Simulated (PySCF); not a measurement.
# What a mistake does to a calculation on AlGeH6N2

All numbers below are calculated, not measured. They come from PySCF 2.14.0, an open-source quantum chemistry program, on an isolated molecule that a program drew, which may never have been made. The molecule is AlGeH6N2 (charge 0, doublet), drawn as the SMILES string `[NH2][AlH][NH][GeH2]`.

Each row is a Hartree-Fock (HF) and frozen-core CCSD(T) single point in the cc-pV(D+d)Z basis, meant for a local HF minimum. Run 1 is clean. Each other run has one planted mistake out of seven kinds, and not every kind appears here: one electron removed, one electron added, multiplicity raised by two, geometry at a saddle point, minimal basis STO-3G, one bond length entered in bohr, all coordinates scaled. The reference is restricted for singlets and unrestricted otherwise, and also for a bond in bohr. Adding or removing an electron swaps singlet and doublet. Electrons count all cores. HOMO and LUMO are orbital energies over both spins, the gradient is its largest component, and the lowest frequency (negative if imaginary) is given only where the gradient is small. Bond lengths are over the 9 bonds as drawn. T1 is the CCSD diagnostic: over 0.02 (restricted) or 0.045 (unrestricted) a single reference is doubtful. Germanium has the cc-pVDZ-PP basis, with a core potential (ECP10MDF) in place of its 10 inner electrons, and its 3s, 3p and 3d shells are frozen in CCSD(T).

Geometry of the clean run:
```xyz
10
AlGeH6N2, angstrom
N     1.7609   -1.3145    0.0365
Al    0.1397   -1.1370   -0.6339
N    -1.3001   -1.3525    0.4002
Ge   -1.4845   -1.8298    2.1664
H     2.6011   -1.2043   -0.4997
H     1.9974   -1.5162    0.9894
H    -0.0415   -0.7870   -2.1605
H    -2.1935   -1.2620   -0.0558
H    -2.5803   -0.9740    2.8383
H    -0.1287   -1.5910    2.8600
```

| run | electrons | basis functions | <S^2> | HOMO (eV) | LUMO (eV) | gradient (hartree/bohr) | lowest frequency (cm^-1) | mean bond (Å) | longest bond (Å) | T1 | HF (hartree) | CCSD(T) (hartree) | mistake |
|---|---|---|---|---|---|---|---|---|---|---|---|---|---|
| 1 | 65 | 104 | 0.756 | -8.19 | 1.49 | 1.5e-05 | 95 | 1.4514 | 1.839 | 0.0159 | -647.74227 | -648.29184 | no fault |
| 2 | 64 | 104 | 0.000 | -14.45 | -6.45 | 7.7e-02 | - | 1.4514 | 1.839 | 0.0271 | -647.47256 | -648.02854 | one electron removed |
| 3 | 66 | 104 | 0.000 | -0.20 | 6.87 | 8.1e-02 | - | 1.4514 | 1.839 | 0.0176 | -647.71628 | -648.29487 | one electron added |
| 4 | 65 | 104 | 1.129 | -8.20 | 1.10 | 2.9e-02 | - | 1.6332 | 3.475 | 0.0579 | -647.64907 | -648.17438 | one bond length entered in bohr |
| 5 | 65 | 104 | 0.754 | -7.92 | 1.83 | 7.0e-02 | - | 1.3628 | 1.727 | 0.0135 | -647.70016 | -648.23815 | all coordinates scaled |
| 6 | 65 | 104 | 3.779 | -3.47 | -0.58 | 8.7e-02 | - | 1.4514 | 1.839 | 0.0468 | -647.54613 | -648.07025 | ? |

**Which mistake was planted in run 6, and what did it cost?**

Electrons, basis and geometry are unchanged, and <S^2> is 3.779, beside S(S+1) = 3.75 for a multiplicity of 4. So the mistake is: multiplicity raised by two. Subtracting run 1 and multiplying by 627.51 kcal/mol a hartree, the energy moved by 123.1 kcal/mol in HF and 139.0 kcal/mol in CCSD(T).

Cautions from the logs. Run 2: T1 is over the limit, so its CCSD(T) energy is less reliable; run 4: T1 is over the limit, so its CCSD(T) energy is less reliable; run 6: T1 is over the limit, so its CCSD(T) energy is less reliable.
